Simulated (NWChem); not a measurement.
System: tetrafluoroborate (BF4 anion); SMILES F[B-](F)(F)F

### Question
Give the equilibrium geometry at B3LYP/def2-SVPD (NWChem) as a Z-matrix, with the point group.

### Answer
point group Td; any orientation.
```
B
F 1 1.4144
F 1 1.4144 2 109.47
F 1 1.4144 2 109.47 3 -120.00
F 1 1.4144 2 109.47 3 120.00
```
